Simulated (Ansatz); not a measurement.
Species: FeO, charge 0, multiplicity 5. The spin state was set by rule; other spins were not relaxed. SMILES: [O]=[Fe]
Structure (B3LYP-D3(BJ)/def2-TZVP (Ansatz, a program for electronic structure) minimum search):
```xyz
2

Fe     0.0000     0.0000    -0.3783
O      0.0000     0.0000     1.2296
```
Charge 0, spin multiplicity 5.

Property: vertical ionisation energy (to the sextet state of charge +1; each state is the SCF solution reached for its spin; the UHF <S^2> is 8.85 for the sextet (pure: 8.75) and 6.78 for the quintet (pure: 6.00); for the sextet the Hartree-Fock reference is unstable and T1 is 0.072; for the quintet the Hartree-Fock reference is unstable and T1 is 0.113), in eV. Valence correlation only, unless marked. UHF or UKS for open shells. Spin-orbit coupling is left out. The frozen core is the preceding noble-gas configuration, with the filled d and f shells of earlier blocks. No relativistic terms.  The program attaches cautions to a run behind CCSD/def2-SVPD: large difference. The program attaches cautions to a run behind CCSD(T)/def2-SVPD: large difference.

| level | program | vertical ionisation energy (eV) |
|---|---|---|
| SVWN5/def2-TZVPD | Ansatz | 9.03 |
| PBE/def2-TZVPD | Ansatz | 8.85 |
| r2SCAN/def2-TZVPD | Ansatz | 8.69 |
| B3LYP/def2-TZVPD | Ansatz | 8.84 |
| PBE0/def2-TZVPD | Ansatz | 8.61 |
| BHLYP/def2-TZVPD | Ansatz | 8.43 |
| CAM-B3LYP/def2-TZVPD | Ansatz | 8.80 |
| wB97M-V/def2-TZVPD | Ansatz | 8.64 |
| wB97X-V/def2-TZVPD | Ansatz | 8.58 |
| CCSD/def2-SVPD | Ansatz | 7.59 |
| CCSD/def2-TZVPPD | Ansatz | 8.09 |
| CCSD(T)/def2-SVPD | Ansatz | 7.80 |
| CCSD(T)/def2-TZVPPD | Ansatz | 8.16 |
